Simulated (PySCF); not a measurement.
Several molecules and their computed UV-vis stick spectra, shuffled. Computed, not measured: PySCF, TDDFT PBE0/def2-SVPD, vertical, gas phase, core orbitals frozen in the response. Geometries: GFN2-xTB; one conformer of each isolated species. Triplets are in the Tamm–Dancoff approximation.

A. `CC(=O)CCC=O`
B. `C1[C@@H](CCN=1)/C=N\[H]`
C. `C#CC(C)=C1CCC1`
D. `CC(=O)[C@H]1CCO1`
E. `CO[C@@H]1C=COC1`

Lowest singlet levels (six at most, fewer where fewer were computed) with oscillator strengths:

1. 4.46 eV (f 0.000); 4.59 eV (f 0.000); 5.47 eV (f 0.001); 6.12 eV (f 0.013); 6.89 eV (f 0.020); 7.22 eV (f 0.016); T1 3.82 eV
2. 5.45 eV (f 0.404); 5.63 eV (f 0.000); 5.97 eV (f 0.003); 6.14 eV (f 0.007); 6.63 eV (f 0.003); 6.86 eV (f 0.005); T1 3.35 eV
3. 6.14 eV (f 0.092); 6.30 eV (f 0.093); 6.61 eV (f 0.003); 6.85 eV (f 0.002); 7.03 eV (f 0.021); 7.23 eV (f 0.018); T1 4.09 eV
4. 4.30 eV (f 0.000); 6.11 eV (f 0.006); 6.48 eV (f 0.013); 6.96 eV (f 0.003); 7.21 eV (f 0.009); 7.32 eV (f 0.015); T1 3.74 eV
5. 4.89 eV (f 0.009); 5.22 eV (f 0.003); 6.41 eV (f 0.004); 6.78 eV (f 0.016); 6.93 eV (f 0.076); 7.08 eV (f 0.090); T1 4.10 eV

Question: Which spectrum belongs to which structure?

Answer: 1 = A, 2 = C, 3 = E, 4 = D, 5 = B.
- A: S1 at 4.46 eV, HOMO-1→LUMO (96%); S1 has the pattern of n→π* at C=O; HOMO -7.40 and LUMO -0.83 eV.
- B: S1 at 4.89 eV, HOMO→LUMO (89%); Löwdin shares by element: HOMO nitrogen 60%, carbon 20% or more (atoms not listed hold the other 20%); LUMO nitrogen 40%, carbon 37% or more (atoms not listed hold the other 24%); HOMO -7.41 and LUMO -0.85 eV.
- C: S1 at 5.45 eV, HOMO→LUMO (92%); Löwdin shares by element: HOMO carbon 76% or more (atoms not listed hold the other 24%); LUMO carbon 68% or more (atoms not listed hold the other 32%); HOMO -6.41 and LUMO -0.49 eV; point group Cs, 1 of its 6 listed states under f = 0.0005.
- D: S1 at 4.30 eV, HOMO→LUMO (91%); Löwdin shares by element: HOMO oxygen 59%, carbon 20% or more (atoms not listed hold the other 21%); LUMO carbon 52% or more, oxygen 30% or more (atoms not listed hold the other 18%); HOMO -7.06 and LUMO -0.68 eV.
- E: S1 at 6.14 eV, HOMO→LUMO (65%), HOMO→LUMO+1 (31%); Löwdin shares by element: HOMO carbon 56% or more, oxygen 28% or more (atoms not listed hold the other 16%); LUMO carbon 58% or more, oxygen 9% or more (atoms not listed hold the other 33%); HOMO -6.56 and LUMO 0.38 eV.
